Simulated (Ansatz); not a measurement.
`O[SiH](O)C[SiH](Cl)Cl` and `O[SiH](O)C[SiH](O)F` differ in one atom or group.

Ansatz, PBE0-D4/def2-TZVP geometries, multiplicity 1. Each molecule was computed in one conformer, which needn't be the lowest.

```csv
property,`O[SiH](O)C[SiH](Cl)Cl`
size of the dipole moment (PBE/def2-TZVPP) / D,1.48
LUMO energy (PBE/def2-TZVPP) / eV,-0.68
HOMO energy (B3LYP/def2-TZVPP) / eV,-8.38
HOMO–LUMO gap (PBE/def2-TZVPP) / eV,6.55
LUMO energy (PBE0/def2-TZVPP) / eV,0.22
HOMO energy (ωB97M-V/def2-TZVPP) / eV,-10.79
```

Q: Give the same properties after the change, and the shifts. (An estimate is asked.)

A: Ansatz gave: 
| property | `O[SiH](O)C[SiH](O)F` | shift |
| --- | --- | --- |
| size of the dipole moment (PBE/def2-TZVPP) / D | 1.73 | 0.25 |
| LUMO energy (PBE/def2-TZVPP) / eV | -0.57 | 0.11 |
| HOMO energy (B3LYP/def2-TZVPP) / eV | -8.37 | 0.01 |
| HOMO–LUMO gap (PBE/def2-TZVPP) / eV | 6.63 | 0.08 |
| LUMO energy (PBE0/def2-TZVPP) / eV | 0.30 | 0.08 |
| HOMO energy (ωB97M-V/def2-TZVPP) / eV | -10.78 | 0.01 |

Dipoles are sizes alone; their direction can turn.

B3LYP here is the variant with VWN-RPA as its local correlation; programs differ in this.
